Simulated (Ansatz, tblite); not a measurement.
Cost and result up the ladder for [InCl4]- (InCl₄⁻) (5 atoms). The state is a singlet with charge -1. Geometry: PBE-D4/def2-SVPD.

```xyz
5

In    0.0000   -0.0001    0.0001
Cl    1.2992    1.9907   -0.5165
Cl    0.7800   -0.9561    2.0964
Cl    0.2703   -1.6303   -1.7850
Cl   -2.3495    0.5958    0.2051
```

Ansatz on 4 threads of Intel Xeon on a shared host; xTB runs through tblite on one thread. Times are rough, summed over both states, and most runs start from the orbitals of an earlier one. No level here is sound enough to serve as a yardstick. The other state is a doublet.

In the def2 sets In takes a core potential; there is no spin–orbit coupling. The xTB rows come from tblite. HOMO above LUMO, or a gap near zero within one spin, warns that the state may not be the lowest or that an electron is smeared out.

Raw xTB energies of ions are shifted by several eV.

```
                             level  functions  vertical IE (eV)                                  remarks
                 PBE-D4/def2-TZVPD        240              5.83  gap within one spin near zero (doublet)
r2SCAN-D4/def2-TZVPD (with forces)        240              6.13  gap within one spin near zero (doublet)
                          GFN2-xTB         45             10.11                                        –
                          GFN1-xTB         45             10.65                                        –
```

Problem. Estimate how long each takes.

Solution. GFN2-xTB 0.05 s; GFN1-xTB 0.055 s; PBE-D4/def2-TZVPD 32 s; r2SCAN-D4/def2-TZVPD (with forces) 76 s. On shared hardware such times vary by a factor of up to 3.
